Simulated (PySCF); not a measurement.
A geometry optimisation on `[CH3][Ga-]([NH3+])([Cl])[Cl]`.

Computed with PBE0-D3(BJ)/def2-SVP geometry optimisation, gas phase (PySCF 2.14.0). Start geometry: GFN2-xTB. The input is one job of a driver script: a line of settings, then coordinates in Å.

Command:
```bash
OMP_NUM_THREADS=1 python probes_run.py task.json out
```

Input:
```
{"job": {"xc": "PBE0", "basis": "def2-SVP", "d3": "d3bj", "grid": 1, "shake": 0.01, "kind": "geom"}, "charge": 0, "multiplicity": 1}
C      1.649120    -0.569470     0.387870
Ga     0.230510     0.912950     0.161480
N     -1.587290    -0.336220    -0.478320
Cl     0.305370     2.155910    -1.552350
Cl    -0.669050     1.766170     1.860870
H      1.312430    -1.255960     1.141780
H      2.597700    -0.128310     0.696910
H      1.803210    -1.063510    -0.564170
H     -2.334070     0.329690    -0.588230
H     -1.849570    -1.004950     0.253890
H     -1.420240    -0.832130    -1.335400
```

Output:
```
step   0  E = -2940.61110363  max force = 0.049353
step   1  E = -2940.62124619  max force = 0.007368
step   2  E = -2940.62157589  max force = 0.003088
step   3  E = -2940.62165534  max force = 0.000483
step   4  E = -2940.62165547  max force = 0.000356
optimisation converged
```

Energies in Eh; «max force» is the largest Cartesian gradient component in Eh/bohr.

Give the first gradient maximum in eV/Å.

With 1 Eh/bohr = 51.422 eV/Å, 2.538 eV/Å.

How much energy does the optimisation release, in kJ/mol?

E(step 0) − E(last step) = 0.010552 Eh, which is 27.7 kJ/mol.

Main results: final energy -2940.62166 Eh after 4 steps; dipole 6.21 D.

Give the final coordinates.

0.091 Å rms from the input after alignment:
```
atom  x, y, z in Å
C1     1.6099   -0.5843    0.4271
Ga2    0.2162    0.7499    0.1120
N3    -1.5350   -0.2585   -0.4836
Cl4    0.3446    2.0597   -1.6368
Cl5   -0.7241    1.7313    1.8256
H6     1.3040   -1.2945    1.2099
H7     2.5288   -0.0828    0.7643
H8     1.8433   -1.1407   -0.4930
H9    -2.2486    0.4604   -0.6148
H10   -1.8754   -0.9039    0.2303
H11   -1.4372   -0.7654   -1.3638
```

Estimate the wall time. Hardware: one thread, Arm Neoverse N1 (aarch64), no GPU, on a shared host. And the peak memory of the process?

About 55 s, with 0.53 GiB resident at the peak, the Python interpreter and its libraries included.
Labels such as C1 count atoms from 1, the log's own numbers from 0.
